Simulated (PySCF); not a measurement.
CH4AlBr.

```xyz
7

Al    -0.4622    -1.1476    -0.0617
H     -1.6418    -1.6808    -0.9644
Br     0.0522     1.0600    -0.2812
C      0.5726    -2.2092     1.2021
H      0.5087    -1.7809     2.2174
H      1.6422    -2.2059     0.9287
H      0.2348    -3.2571     1.2493
```
Charge 0, spin multiplicity 1.

Geometry: B3LYP-D3(BJ)/def2-SVP. The geometry has at least one imaginary mode, so it is a saddle point at that level.

Calculation: HF/pcSseg-1 run with PySCF. Non-relativistic, no solvent.

Computed absolute GIAO shielding of each atom: isotropic value and principal components (ppm):
| atom | σ(iso) | σ11 | σ22 | σ33 | span |
|---|---|---|---|---|---|
| Al1 | 357.3 | 277.0 | 369.6 | 425.3 | 148.3 |
| H2 | 26.9 | 23.0 | 24.9 | 32.7 | 9.6 |
| Br3 | 2711.6 | 2375.2 | 2864.9 | 2894.7 | 519.5 |
| C4 | 196.4 | 190.5 | 196.6 | 202.1 | 11.6 |
| H5 | 31.6 | 26.8 | 29.5 | 38.6 | 11.8 |
| H6 | 31.7 | 26.8 | 29.5 | 38.7 | 11.8 |
| H7 | 31.7 | 27.2 | 27.9 | 40.1 | 12.9 |
